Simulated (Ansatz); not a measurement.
## Reading a saddle point

A first-order saddle point of BH2OF3, singlet, PBE0-D4/def2-TZVP, with one imaginary mode of 964i cm⁻¹:

| atom | x (Å) | y (Å) | z (Å) |
| --- | --- | --- | --- |
| B1 | -0.1390 | -0.5501 | 0.0843 |
| F2 | -1.0107 | 0.3826 | -0.9670 |
| F3 | 0.1908 | -1.6650 | -0.5507 |
| F4 | -0.8155 | -0.6339 | 1.2319 |
| H5 | -0.0731 | 0.9282 | -0.7058 |
| O6 | 0.8843 | 0.5345 | 0.0352 |
| H7 | 0.9631 | 1.0034 | 0.8721 |

Ansatz 0.2.0; basis: def2-TZVPP and def2-QZVPP; cores frozen in the correlated methods. Extrapolation: Hartree–Fock as exp(−7.88 √X), correlation as X^−2.97.

Question: Which contacts change along the imaginary mode, and what lies on either side? (Judge from chemistry; the calculation decides.)

Answer: By the calculation: The step is BF₃ ([F][B]([F])[F]) + H₂O → BHOF₂ ([OH][B]([F])[F]) + HF, with the molecules in contact on both sides. Shortening one way: B1–O6, F2–H5; lengthening the same way: B1–F2, H5–O6.
| pair | one side (Å) | saddle (Å) | other side (Å) |
| --- | --- | --- | --- |
| B1–O6 | 1.77 | 1.49 | 1.36 |
| F2–H5 | 2.35 | 1.12 | 0.93 |
| B1–F2 | 1.35 | 1.65 | 3.76 |
| H5–O6 | 0.96 | 1.27 | 1.77 |

Question: Which side is lower, and how far does the saddle lie above each? (Judge from chemistry; the value comes from the calculation.)

Answer: Computed: The side with B1–F2, H5–O6 short is lower by 0.229 eV; the saddle lies 1.168 eV above it and 0.939 eV above the other (CCSD(T) at an estimated basis limit (MP2 extrapolated from triple and quadruple zeta, plus CCSD(T) − MP2 in triple zeta); electronic energies).

The T1 diagnostic stays at or below 0.012.

The step is the kind of ligand exchange by which a precursor binds to a hydroxyl group, or is hydrolysed, in atomic layer deposition of oxides.

Labels in which every atom is bracketed show which atoms are joined, not bond orders.

For scale, one of the runs: CCSD(T)/def2-TZVPP, 183 basis functions, launched by `ansatz run in.yaml --threads 4 --pin off --events-out ev --progress --plain --max-ram 9574MiB`. Time: 45 s of wall clock on 4 CPU threads of an Arm Neoverse V2; the host was shared. Peak host memory: 2.1 GiB.
